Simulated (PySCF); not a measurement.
Atomic charges against the basis set

Compound: ClH₈PSi₃.
Numbering: `[SiH3:1][Si:2]([SiH3:3])([PH2:4])[Cl:5]` (hydrogens: H6, H7, H8 on Si1; H9, H10, H11 on Si3; H12, H13 on P4)

PBE0 throughout (PySCF), one geometry, spherical d and f functions. The structure is a single PBE0-D3(BJ)/def2-SVP conformer in the gas phase; no vibrational or solvent corrections. Atoms taken as equivalent share a column and are averaged.

Mulliken charges (e):

| basis | functions | Si1/Si3 | Si2 | P4 | Cl5 | H6 (×6) | H12/H13 |
| --- | --- | --- | --- | --- | --- | --- | --- |
| STO-3G | 53 | +0.357 | +0.283 | +0.165 | -0.368 | -0.106 | -0.078 |
| 6-31G | 81 | +0.356 | +0.004 | -0.016 | -0.276 | -0.073 | +0.007 |
| pcSseg-0 | 81 | +0.151 | +0.079 | -0.255 | -0.336 | -0.001 | +0.109 |
| 6-31G* | 106 | +0.205 | +0.081 | -0.117 | -0.245 | -0.038 | +0.049 |
| cc-pVDZ | 130 | +0.122 | +0.100 | -0.089 | -0.232 | -0.019 | +0.046 |
| def2-SVP | 130 | +0.198 | +0.136 | -0.079 | -0.268 | -0.040 | +0.028 |
| aug-cc-pVDZ | 207 | -0.900 | +0.667 | -1.024 | -0.541 | +0.305 | +0.432 |
| 6-311+G(2d,p) | 223 | +0.068 | +0.213 | -0.192 | -0.130 | -0.033 | +0.086 |
| def2-TZVP | 233 | +0.005 | +0.276 | -0.226 | -0.245 | -0.001 | +0.094 |
| cc-pVTZ | 282 | +0.063 | +0.189 | -0.128 | -0.244 | -0.007 | +0.049 |
| IGLO-III | 300 | +0.534 | +0.336 | -0.055 | -0.413 | -0.144 | -0.035 |
| pcSseg-2 | 327 | +0.381 | +0.105 | +0.020 | -0.265 | -0.101 | -0.007 |

IAO charges (e):

```csv
basis,functions,Si1/Si3,Si2,P4,Cl5,H6 (×6),H12/H13
STO-3G,53,+0.399,+0.210,+0.077,-0.306,-0.114,-0.048
6-31G,81,+0.171,+0.277,-0.091,-0.288,-0.047,+0.019
pcSseg-0,81,+0.133,+0.226,-0.100,-0.262,-0.032,+0.032
6-31G*,106,+0.271,+0.341,-0.065,-0.316,-0.083,-0.002
cc-pVDZ,130,+0.266,+0.349,-0.076,-0.316,-0.083,+0.004
def2-SVP,130,+0.278,+0.340,-0.070,-0.306,-0.087,0.000
aug-cc-pVDZ,207,+0.268,+0.356,-0.085,-0.323,-0.083,+0.007
"6-311+G(2d,p)",223,+0.292,+0.355,-0.072,-0.324,-0.091,0.000
def2-TZVP,233,+0.296,+0.364,-0.073,-0.325,-0.093,0.000
cc-pVTZ,282,+0.284,+0.362,-0.080,-0.324,-0.089,+0.003
IGLO-III,300,+0.294,+0.357,-0.071,-0.319,-0.092,0.000
pcSseg-2,327,+0.294,+0.351,-0.070,-0.322,-0.091,0.000
```

Hirshfeld charges (e):

| basis | functions | Si1/Si3 | Si2 | P4 | Cl5 | H6 (×6) | H12/H13 |
| --- | --- | --- | --- | --- | --- | --- | --- |
| STO-3G | 53 | +0.255 | +0.266 | +0.085 | -0.316 | -0.076 | -0.044 |
| 6-31G | 81 | +0.184 | +0.136 | -0.007 | -0.160 | -0.056 | 0.000 |
| pcSseg-0 | 81 | +0.198 | +0.166 | -0.008 | -0.173 | -0.061 | -0.008 |
| 6-31G* | 106 | +0.191 | +0.132 | -0.010 | -0.145 | -0.061 | +0.002 |
| cc-pVDZ | 130 | +0.202 | +0.146 | -0.001 | -0.139 | -0.067 | -0.005 |
| def2-SVP | 130 | +0.206 | +0.150 | 0.000 | -0.133 | -0.069 | -0.008 |
| aug-cc-pVDZ | 207 | +0.200 | +0.143 | -0.004 | -0.133 | -0.066 | -0.006 |
| 6-311+G(2d,p) | 223 | +0.205 | +0.133 | +0.001 | -0.131 | -0.067 | -0.007 |
| def2-TZVP | 233 | +0.201 | +0.140 | -0.004 | -0.129 | -0.066 | -0.005 |
| cc-pVTZ | 282 | +0.200 | +0.144 | -0.004 | -0.134 | -0.066 | -0.006 |
| IGLO-III | 300 | +0.197 | +0.153 | 0.000 | -0.129 | -0.067 | -0.008 |
| pcSseg-2 | 327 | +0.203 | +0.148 | -0.004 | -0.136 | -0.067 | -0.006 |

ESP-fitted charges (e):

```
        basis  functions  Si1/Si3     Si2      P4     Cl5  H6 (×6)  H12/H13
       STO-3G         53   +0.160  +0.355  -0.192  -0.329   -0.048   +0.068
        6-31G         81   +0.142  +0.256  -0.363  -0.245   -0.038   +0.147
     pcSseg-0         81   +0.079  +0.325  -0.425  -0.250   -0.023   +0.165
       6-31G*        106   +0.080  +0.205  -0.281  -0.175   -0.024   +0.117
      cc-pVDZ        130   +0.038  +0.202  -0.247  -0.152   -0.014   +0.104
     def2-SVP        130   +0.067  +0.195  -0.266  -0.144   -0.023   +0.109
  aug-cc-pVDZ        207   +0.064  +0.163  -0.221  -0.145   -0.019   +0.095
6-311+G(2d,p)        223   +0.060  +0.160  -0.224  -0.141   -0.018   +0.097
    def2-TZVP        233   +0.061  +0.176  -0.225  -0.137   -0.021   +0.095
      cc-pVTZ        282   +0.073  +0.170  -0.223  -0.141   -0.023   +0.094
     IGLO-III        300   +0.079  +0.087  -0.196  -0.104   -0.021   +0.091
     pcSseg-2        327   +0.088  +0.194  -0.242  -0.165   -0.028   +0.101
```

Some averages cover members that differ in this geometry, most widely: Si1/Si3, ESP-fitted in 6-311+G(2d,p) -0.012 to +0.132; Si1/Si3, ESP-fitted in def2-TZVP -0.010 to +0.132; Si1/Si3, ESP-fitted in IGLO-III +0.010 to +0.149; Si1/Si3, ESP-fitted in aug-cc-pVDZ -0.004 to +0.132 e.

Problem. Which scheme is steadiest as the basis changes?

Solution. Largest range over the bases for any column: Hirshfeld 0.19 e, IAO 0.27 e, ESP-fitted 0.27 e, Mulliken 1.43 e. Hirshfeld charges move least and Mulliken charges most, counted in e. Without the minimal STO-3G basis the ranges are Hirshfeld 0.04, IAO 0.16, ESP-fitted 0.24, Mulliken 1.43 e.

Problem. How much do the charges still move between the two largest bases, IGLO-III and pcSseg-2?

Solution. At most, over all atoms: Mulliken 0.231 e, IAO 0.006 e, Hirshfeld 0.007 e, ESP-fitted 0.107 e.

Problem. What do the same runs give for the total energy, the frontier levels and the dipole moment?

Solution. 
```json
{"basis": "STO-3G", "energy (Eh)": "-1655.3654", "HOMO (eV)": "-4.67", "LUMO (eV)": "3.91", "μ (D)": "3.22"}
{"basis": "6-31G", "energy (Eh)": "-1674.0055", "HOMO (eV)": "-7.49", "LUMO (eV)": "-0.76", "μ (D)": "3.03"}
{"basis": "pcSseg-0", "energy (Eh)": "-1672.2379", "HOMO (eV)": "-7.67", "LUMO (eV)": "-1.13", "μ (D)": "3.03"}
{"basis": "6-31G*", "energy (Eh)": "-1674.1386", "HOMO (eV)": "-7.45", "LUMO (eV)": "-0.83", "μ (D)": "2.17"}
{"basis": "cc-pVDZ", "energy (Eh)": "-1674.2369", "HOMO (eV)": "-7.41", "LUMO (eV)": "-0.73", "μ (D)": "1.80"}
{"basis": "def2-SVP", "energy (Eh)": "-1673.7096", "HOMO (eV)": "-7.43", "LUMO (eV)": "-0.77", "μ (D)": "1.73"}
{"basis": "aug-cc-pVDZ", "energy (Eh)": "-1674.2465", "HOMO (eV)": "-7.47", "LUMO (eV)": "-0.92", "μ (D)": "1.75"}
{"basis": "6-311+G(2d,p)", "energy (Eh)": "-1674.2895", "HOMO (eV)": "-7.49", "LUMO (eV)": "-1.00", "μ (D)": "1.74"}
{"basis": "def2-TZVP", "energy (Eh)": "-1674.2924", "HOMO (eV)": "-7.46", "LUMO (eV)": "-0.93", "μ (D)": "1.60"}
{"basis": "cc-pVTZ", "energy (Eh)": "-1674.3106", "HOMO (eV)": "-7.46", "LUMO (eV)": "-0.89", "μ (D)": "1.65"}
{"basis": "IGLO-III", "energy (Eh)": "-1674.2834", "HOMO (eV)": "-7.43", "LUMO (eV)": "-0.87", "μ (D)": "1.44"}
{"basis": "pcSseg-2", "energy (Eh)": "-1674.3245", "HOMO (eV)": "-7.52", "LUMO (eV)": "-0.98", "μ (D)": "1.91"}
```

The dipole is fixed by the density alone, so its range of 1.78 D shows that the density itself changes with the basis, not only its division among atoms.
